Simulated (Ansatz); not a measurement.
F₂HOSTa, SMILES [OH][Ta]([F])([F])=[S], multiplicity 1.

Coordinates come from a PBE0-D3(BJ)/def2-SVP optimisation. The spin state was assumed, not searched. The def2 effective core potentials stand for the cores of Ta; spin–orbit coupling is left out. The values are those of a single conformer.

Two levels are set side by side: PBE/def2-SVPD (Ansatz, a quantum-chemistry and plane-wave program) and PBE0/def2-SVPD (Ansatz). Energy differences of separate SCF runs at the same geometry; the states with an electron removed or added have multiplicity 2 and 2. Differences are taken from unrounded values.

| quantity | PBE0 |
|---|---|
| vertical ionisation energy (eV) | 10.27 |
| vertical singlet–triplet gap (eV) | 3.82 |

**Question.** What does PBE give, and how far is it from PBE0? (Estimate from the structure and the level; the computed values follow.)

**Answer.** 
```csv
quantity,PBE,PBE minus PBE0
vertical ionisation energy (eV),10.15,-0.12
vertical singlet–triplet gap (eV),4.09,0.27
```
